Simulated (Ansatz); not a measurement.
Reaction (redistribution): `[SiH3][O][GaH][SH]` + `F[CH2][GeH2][SH]` → `F[CH2][GaH][SH]` + `[SiH3][O][GeH2][SH]`

Isolated molecules relaxed with PBE0-D4/def2-TZVP in Ansatz; ΔE leaves out vibrations. CCSD(T)/CBS adds triple-zeta CCSD(T) − MP2 to the extrapolated MP2 energy (def2 sets, frozen cores). Functionals use def2-TZVPP. B3LYP here is the variant with VWN-RPA as its local correlation; programs differ in this. For Ga, Ge outer-core shells are correlated without core-valence functions, which leaves a few kJ/mol of doubt a bond. Scalar relativity is left out up to krypton. One conformer a species, not always the lowest.

Is it downhill or uphill in electronic energy at CCSD(T)/CBS, and by how much? (An estimate is asked.)

The calculation gave: Uphill: ΔE = +6.9 kcal/mol.

What do these levels give: PBE-D4, r2SCAN-D4, ωB97X-V, B2PLYP, r2SCAN, PBE0, B3LYP, SCS-MP2/def2-TZVPP, CCSD(T)/def2-TZVPP, HF/def2-QZVPP, MP2/def2-QZVPP, MP2/CBS(def2)? (An estimate is asked.)

Ansatz gave: PBE-D4 6.5, r2SCAN-D4 6.8, ωB97X-V 6.7, B2PLYP 7.2, r2SCAN 6.8, PBE0 6.8, B3LYP 6.8, SCS-MP2/def2-TZVPP 7.6, CCSD(T)/def2-TZVPP 7.5, HF/def2-QZVPP 7.3, MP2/def2-QZVPP 7.3, MP2/CBS(def2) 7.0 kcal/mol.

Largest T1 diagnostic among the species: 0.014.
